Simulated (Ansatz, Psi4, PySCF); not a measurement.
H8LiO4 (SMILES [OH2]->[Li+](<-[OH2])(<-[OH2])<-[OH2]), charge +1, singlet, at a GFN2-xTB geometry (such geometries of metal compounds can be far from the true shape). Base run: B3LYP/STO-3G (PySCF).

Here is a job for PySCF.
```python
from pyscf import gto, scf, dft

mol = gto.Mole()
mol.atom = '''
    Li   -0.00000000   -0.00000000    0.00000000
    O     1.56474128   -0.33763891   -0.97885944
    H     1.81743891    0.06481306   -1.81266588
    H     2.29587622   -0.91209539   -0.74108161
    O     0.45257509    0.32010193    1.79256566
    H     1.15256609    0.88211730    2.13204786
    H     0.05001919   -0.08104729    2.56592516
    O    -0.87446830    1.50184443   -0.70735395
    H    -1.37706481    1.56104858   -1.52282219
    H    -0.94335988    2.36896344   -0.30187222
    O    -1.14284807   -1.48430744   -0.10635227
    H    -2.07137750   -1.53107049    0.13185595
    H    -0.92409821   -2.35272921   -0.45138705
'''
mol.basis = 'sto-3g'
mol.charge = 1
mol.verbose = 3
mol.build()

mf = dft.RKS(mol)
mf.xc = 'b3lyp'
mf.kernel()
```

The same geometry, method and basis name were run in Ansatz (a first-principles code) and Psi4 and PySCF, at each program's defaults and at the settings that a row names. The base is PySCF at its defaults. Differences at the defaults can come from grids, fitting, cores and function types together.

| code and settings | ΔE vs base (mEh) | basis functions | E (Eh) | SCF cycles |
|---|---|---|---|---|
| PySCF, defaults (exact integrals, its default grid, spherical functions) | 0.000 | 33 | -308.88175 | 7 |
| Psi4, defaults (density fitting with its default set, its default grid, spherical functions) | -1.600 | 33 | -308.88335 | 5 |
| Ansatz, defaults (factorised integrals, its default grid, spherical functions) | 0.018 | 33 | -308.88173 | - |
| PySCF, density fitting with def2-universal-jkfit | -1.581 | 33 | -308.88333 | 7 |
| PySCF, fine grid | 0.020 | 33 | -308.88173 | 7 |
| Psi4, exact integrals, spherical functions, fine grid | 0.010 | 33 | -308.88174 | 7 |
| Ansatz, high accuracy | 0.018 | 33 | -308.88173 | - |
